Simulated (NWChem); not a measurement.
The numbers come from NWChem runs, not from measurements. System: HSb, charge -1, spin multiplicity 2, at the geometry of a parent with another charge or spin, in a state set for the comparison that need not be this species' ground state. Its SCF solution wasn't tested for a lower state. Level: ROCCSD(T)/def2-TZVPD with def2 effective core potentials on Sb, 4 core orbitals frozen.

Job file:

```
start mol
memory heap 100 mb stack 700 mb global 1900 mb
charge -1
geometry units angstroms nocenter noautoz
  Sb     0.000000     0.000000     0.033170
  H      0.000000     0.000000    -1.691659
  symmetry group C2v
end
basis spherical
  * library def2-tzvpd
end
ecp
  Sb library def2-ecp
end
scf
  rohf
  nopen 1
  maxiter 100
  thresh 1e-7
  semidirect memsize 60000000 filesize 0
  # guess.movecs holds the orbitals of an unrestricted PBE0 run
  vectors input guess.movecs swap 12 13 output mol.movecs
end
tce
  freeze core 4
  ccsd(t)
  2eorb
  2emet 13
  thresh 1e-6
  maxiter 100
  tilesize 24
end
task tce energy
```

Output (cleaned and shortened):

```
             Northwest Computational Chemistry Package (NWChem) 7.3.0
             --------------------------------------------------------

                                NWChem Input Module
                                -------------------

 Scaling coordinates for geometry "geometry" by  1.889725989
 (inverse scale =  0.529177249)

 Turning off AUTOSYM since
 SYMMETRY directive was detected!

                             Geometry "geometry" -> ""
                             -------------------------

 Output coordinates in angstroms (scale by  1.889725989 to convert to a.u.)

  No.       Tag          Charge          X              Y              Z
 ---- ---------------- ---------- -------------- -------------- --------------
    1 Sb                  51.0000     0.00000000     0.00000000     0.03317000
    2 H                    1.0000     0.00000000     0.00000000    -1.69165900

 Effective nuclear repulsion energy (a.u.)      15.6467914785

            Nuclear Dipole moment (a.u.)
            ----------------------------
        X                 Y               Z
 ---------------- ---------------- ----------------
     0.0000000000     0.0000000000     0.0000207870

      Symmetry information
      --------------------

 Group name             C2v
 Group number             16
 Group order               4
 No. of unique centers     2

      Symmetry unique atoms

     1    2


 Summary of "ao basis" -> "" (spherical)
 ------------------------------------------------------------------------------
       Tag                 Description            Shells   Functions and Types
 ---------------- ------------------------------  ------  ---------------------
 *                         def2-tzvpd                 on all atoms

 Summary of "ao basis" -> "ao basis" (spherical)
 ------------------------------------------------------------------------------
       Tag                 Description            Shells   Functions and Types
 ---------------- ------------------------------  ------  ---------------------
 Sb                        def2-tzvpd               18       56   7s5p4d2f
 H                         def2-tzvpd                5        9   3s2p

                                 NWChem SCF Module
                                 -----------------

  ao basis        = "ao basis"
  functions       =    65
  atoms           =     2
  closed shells   =    12
  open shells     =     1
  charge          =  -1.00
  wavefunction    = ROHF
  use symmetry    = T
  symmetry adapt  = T

 Summary of "ao basis" -> "ao basis" (spherical)
 ------------------------------------------------------------------------------
       Tag                 Description            Shells   Functions and Types
 ---------------- ------------------------------  ------  ---------------------
 Sb                        def2-tzvpd               18       56   7s5p4d2f
 H                         def2-tzvpd                5        9   3s2p

      Symmetry analysis of basis
      --------------------------

        a1         29
        a2          6
        b1         15
        b2         15

 Forming initial guess at       0.1s

 Swapping ROHF orbitals    12   13

      Symmetry analysis of molecular orbitals - initial
      -------------------------------------------------

  Numbering of irreducible representations:

     1 a1          2 a2          3 b1          4 b2

  Orbital symmetries:

     1 a1          2 b2          3 a1          4 b1          5 a1
     6 b2          7 a2          8 b1          9 a1         10 a1
    11 a1         12 b1         13 b2         14 a1         15 a1
    16 b2         17 a2         18 a1         19 b1         20 a1
    21 b2         22 b1         23 a1

 Starting SCF solution at       0.1s

 ----------------------------------------------
         Quadratically convergent ROHF

 Convergence threshold     :          1.000E-07
 Maximum no. of iterations :          100
 Final Fock-matrix accuracy:          1.000E-09
 ----------------------------------------------

              iter       energy          gnorm     gmax       time
             ----- ------------------- --------- --------- --------
                 1     -239.8246452410  4.00D-01  1.03D-01      0.7
                 2     -239.8342255108  8.40D-02  3.49D-02      0.8
                 3     -239.8348255979  4.33D-03  1.50D-03      0.8
                 4     -239.8348299543  9.18D-06  3.30D-06      0.9
                 5     -239.8348299543  4.25D-09  9.68D-10      1.0

       Final ROHF results
       ------------------

         Total SCF energy =   -239.834829954296
      One-electron energy =   -440.164175689357
      Two-electron energy =    193.272949578113
 Nuclear repulsion energy =      7.056396156948

        Time for solution =      0.8s

       Symmetry analysis of molecular orbitals - final
       -----------------------------------------------

  Numbering of irreducible representations:

     1 a1          2 a2          3 b1          4 b2

  Orbital symmetries:

     1 a1          2 b2          3 a1          4 b1          5 a1
     6 b2          7 a2          8 b1          9 a1         10 a1
    11 a1         12 b1         13 b2         14 a1         15 a1
    16 b2         17 b1         18 a1         19 a2         20 a1
    21 b2         22 b1         23 a1

             Final eigenvalues
             -----------------

              1
    1   -6.2684
    2   -4.3398
    3   -4.3376
    4   -4.3315
    5   -1.3711
    6   -1.3689
    7   -1.3623
    8   -1.3598
    9   -1.3592
   10   -0.4447
   11   -0.1854
   12   -0.0383
   13    0.0723
   14    0.2333
   15    0.2798
   16    0.3019
   17    0.3062
   18    0.3085
   19    0.3085
   20    0.3155
   21    0.3926
   22    0.4012
   23    0.4088

                       ROHF Final Molecular Orbital Analysis
                       -------------------------------------

 Vector   11  Occ=2.000000D+00  E=-1.853837D-01  Symmetry=a1
              MO Center=  9.8D-15,  5.6D-15, -3.7D-01, r^2= 2.9D+00
   Bfn.  Coefficient  Atom+Function         Bfn.  Coefficient  Atom+Function
  ----- ------------  ---------------      ----- ------------  ---------------
     5      0.304404  1 Sb s                 19      0.288317  1 Sb pz
    58     -0.270577  2 H  s                 13     -0.264251  1 Sb pz
     6      0.248775  1 Sb s                 16      0.221250  1 Sb pz
     3     -0.199344  1 Sb s                  2      0.187811  1 Sb s
    22      0.163596  1 Sb pz                59     -0.161822  2 H  s

 Vector   12  Occ=2.000000D+00  E=-3.828186D-02  Symmetry=b1
              MO Center= -5.2D-15,  7.3D-15,  2.6D-02, r^2= 3.5D+00
   Bfn.  Coefficient  Atom+Function         Bfn.  Coefficient  Atom+Function
  ----- ------------  ---------------      ----- ------------  ---------------
    20      0.497036  1 Sb px                17      0.363585  1 Sb px
    11     -0.345146  1 Sb px                14      0.313476  1 Sb px

 Vector   13  Occ=1.000000D+00  E= 7.227868D-02  Symmetry=b2
              MO Center=  3.6D-15, -7.0D-15,  2.6D-02, r^2= 3.2D+00
   Bfn.  Coefficient  Atom+Function         Bfn.  Coefficient  Atom+Function
  ----- ------------  ---------------      ----- ------------  ---------------
    18      0.441471  1 Sb py                21      0.431356  1 Sb py
    12     -0.356995  1 Sb py                15      0.308979  1 Sb py

 Vector   14  Occ=0.000000D+00  E= 2.333187D-01  Symmetry=a1
              MO Center= -1.9D-14, -2.6D-15, -2.6D-01, r^2= 1.1D+01
   Bfn.  Coefficient  Atom+Function         Bfn.  Coefficient  Atom+Function
  ----- ------------  ---------------      ----- ------------  ---------------
     7      2.206127  1 Sb s                 59     -1.181842  2 H  s
     6     -1.046681  1 Sb s                 22     -0.458825  1 Sb pz
    65     -0.344268  2 H  pz                40      0.308890  1 Sb d  0
    19     -0.202262  1 Sb pz                 3      0.193606  1 Sb s
    58      0.154934  2 H  s                  2     -0.153242  1 Sb s

 Vector   15  Occ=0.000000D+00  E= 2.798462D-01  Symmetry=a1
              MO Center= -3.9D-14, -2.8D-14,  6.6D-01, r^2= 8.6D+00
   Bfn.  Coefficient  Atom+Function         Bfn.  Coefficient  Atom+Function
  ----- ------------  ---------------      ----- ------------  ---------------
    40      0.904091  1 Sb d  0              22      0.503781  1 Sb pz
     7     -0.331607  1 Sb s                 58      0.179783  2 H  s
    35     -0.169400  1 Sb d  0

 Vector   16  Occ=0.000000D+00  E= 3.018762D-01  Symmetry=b2
              MO Center= -9.6D-15,  5.7D-14,  2.1D-01, r^2= 1.1D+01
   Bfn.  Coefficient  Atom+Function         Bfn.  Coefficient  Atom+Function
  ----- ------------  ---------------      ----- ------------  ---------------
    39      1.219763  1 Sb d -1              64      0.207464  2 H  py
    34     -0.188257  1 Sb d -1

 center of mass
 --------------
 x =   0.00000000 y =   0.00000000 z =   0.03573680

 moments of inertia (a.u.)
 ------------------
          10.618660126600           0.000000000000           0.000000000000
           0.000000000000          10.618660126600           0.000000000000
           0.000000000000           0.000000000000           0.000000000000

  Mulliken analysis of the total density
  --------------------------------------

    Atom       Charge   Shell Charges
 -----------   ------   -------------------------------------------------------
    1 Sb  23    23.93   0.16 -0.66  1.56  0.94  0.98  0.85  0.08 -0.47  6.43  0.91  1.57  1.50  9.03  0.95  0.07  0.01  0.01  0.00
    2 H    1     1.07   0.21  0.57  0.24  0.01  0.03

 Mulliken analysis of the open-shell density
 -------------------------------------------

    Atom       Charge   Shell Charges
 -----------   ------   -------------------------------------------------------
    1 Sb  23     1.00   0.00 -0.00  0.00 -0.00  0.00  0.00  0.00 -0.00  0.01  0.20  0.42  0.38  0.00  0.00  0.00 -0.00  0.00  0.00
    2 H    1    -0.00   0.00  0.00 -0.00  0.00 -0.00

       Multipole analysis of the density wrt the origin
       ------------------------------------------------

     L   x y z        total         open         nuclear
     -   - - -        -----         ----         -------
     0   0 0 0     -1.000000     -1.000000     24.000000

     1   1 0 0     -0.000000     -0.000000      0.000000
     1   0 1 0     -0.000000      0.000000      0.000000
     1   0 0 1      0.168101     -0.049995     -1.755081

     2   2 0 0    -30.428432     -2.271168      0.000000
     2   1 1 0     -0.000000      0.000000      0.000000
     2   1 0 1     -0.000000     -0.000000      0.000000
     2   0 2 0    -25.199165     -7.008149      0.000000
     2   0 1 1     -0.000000      0.000000      0.000000
     2   0 0 2    -26.066393     -2.315818     10.309719

                   NWChem Extensible Many-Electron Theory Module
                   ---------------------------------------------


            General Information
            -------------------
      Number of processors :     1
         Wavefunction type : Restricted open-shell Hartree-Fock
          No. of electrons :    25
           Alpha electrons :    13
            Beta electrons :    12
           No. of orbitals :   130
            Alpha orbitals :    65
             Beta orbitals :    65
        Alpha frozen cores :     4
         Beta frozen cores :     4
     Alpha frozen virtuals :     0
      Beta frozen virtuals :     0
         Spin multiplicity : doublet
    Number of AO functions :    65
       Number of AO shells :    23
        Use of symmetry is : on
      Symmetry adaption is : on
         Schwarz screening : 0.10D-09

          Correlation Information
          -----------------------
          Calculation type : Coupled-cluster singles & doubles w/ perturbation
   Perturbative correction : (T)
            Max iterations :      100
        Residual threshold : 0.10D-05
     T(0) DIIS level shift : 0.00D+00
     L(0) DIIS level shift : 0.00D+00
     T(1) DIIS level shift : 0.00D+00
     L(1) DIIS level shift : 0.00D+00
     T(R) DIIS level shift : 0.00D+00
     T(I) DIIS level shift : 0.00D+00
   CC-T/L Amplitude update :  5-th order DIIS
                I/O scheme : Global Array Library
        L-threshold :  0.10D-05
        EOM-threshold :  0.10D-05
 no EOMCCSD initial starts read in
 TCE RESTART OPTIONS
 SLICE:      F
 D4D5:       F
 quantumc:   F
 qrotation:  F
 pwtce:      F
 qducc:      F
 nacto:                         0
 nrotv:                         0
 nrot:                          0

            Memory Information
            ------------------
          Available GA space size is     249028350 doubles
          Available MA space size is     104841044 doubles

 Maximum block size supplied by input
 Maximum block size        24 doubles

 tile_dim =     23

 -------------------------------------------------

 Global array virtual files algorithm will be used

 Parallel file system coherency ......... OK

 4-electron integrals stored in orbital form

 v2    file size   =          1056196
 4-index algorithm nr.  13 is used
 imaxsize =       30
 imaxsize ichop =        0


CCSD iterations
 ---------------------------------------------------------
 Iter          Residuum       Correlation     Cpu    Wall
 ---------------------------------------------------------
    1   0.1422168307921  -0.3445969495022     1.6     1.6
    2   0.0272306985106  -0.3341508773861     1.6     1.6
    3   0.0089068206378  -0.3406582142329     1.6     1.6
    4   0.0034329232987  -0.3408217078550     1.1     1.1
    5   0.0015335834949  -0.3412305547536     1.0     1.0
    6   0.0005023889638  -0.3413728762698     1.0     1.0
    7   0.0002256684016  -0.3413896866282     1.2     1.2
    8   0.0001107172674  -0.3413909071860     1.0     1.0
    9   0.0000609453088  -0.3413915456301     0.9     0.9
   10   0.0000338938498  -0.3413927870992     1.0     1.0
   11   0.0000077288761  -0.3413937665119     1.0     1.0
   12   0.0000038829325  -0.3413942443823     1.0     1.0
   13   0.0000023124390  -0.3413942797655     1.0     1.0
   14   0.0000014755072  -0.3413942950785     1.1     1.1
   15   0.0000009450417  -0.3413942988623     1.1     1.1
 -----------------------------------------------------------------
 Iterations converged
 CCSD correlation energy / hartree =        -0.341394298862276
 CCSD total energy / hartree       =      -240.176224253157869

 Singles contributions

 Doubles contributions
 CCSD(T)
 Using plain CCSD(T) code
             total no. of tasks         1850
 total no. of tasks / no. procs         1850
                         wl_min            1           1.0
                         wl_max       778688           9.6
        thresh for no. of tasks         1850

 CCSD[T]  correction energy / hartree =        -0.010062010592706
 CCSD[T] correlation energy / hartree =        -0.351456309454982
 CCSD[T] total energy / hartree       =      -240.186286263750588
 CCSD(T)  correction energy / hartree =        -0.009559026910492
 CCSD(T) correlation energy / hartree =        -0.350953325772768
 CCSD(T) total energy / hartree       =      -240.185783280068364

 Task  times  cpu:       28.5s     wall:       28.5s

 Total times  cpu:       28.6s     wall:       28.6s
```
